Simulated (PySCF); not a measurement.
Polarisability and C₆ of Be⁺ (beryllium, charge +1)

[He] 2s1, 2S determinant. Computed with PySCF 2.14 in x2c-QZVPPall with one added diffuse shell each of s, p type (8s5p2d1f, 40 functions), with the spin-free X2C one-electron Hamiltonian (Gaussian nucleus). Coupled (time-dependent) response in atomic units; α is the mean over directions.

| method | mean α (bohr³) | C₆ (like pair) | S(−4) |
| --- | --- | --- | --- |
| UHF | 24.90 | 70.99 | 1134 |
| PBE | 21.50 | 57.20 | 845.7 |
| PBE0 | 22.22 | 60.01 | 903.3 |
| BP86 | 21.96 | 59.15 | 879.5 |
| M06-2X | 17.14 | 39.28 | 587.7 |

S(−4) is the Cauchy moment in α(ω) = α(0) + S(−4) ω² + …

α(iu) at PBE:

```tsv
u (hartree)	α(iu) (bohr³)
0	21.50
0.0500	19.58
0.100	15.49
0.200	8.634
0.300	5.135
0.500	2.391
0.750	1.253
1.00	0.7856
1.50	0.4087
2.00	0.2602
3.00	0.1409
5.00	0.06559
```

A single London oscillator, α(iu) = α/(1 + u²/ω²), gives C₆ = (3/4) ω α². Matching the computed C₆ needs ω = 4 × 57.20 / (3 × 21.50²) = 0.165 hartree.

For an ion, C₆ is the dispersion term alone; charge-induced terms of lower order in 1/R come first.
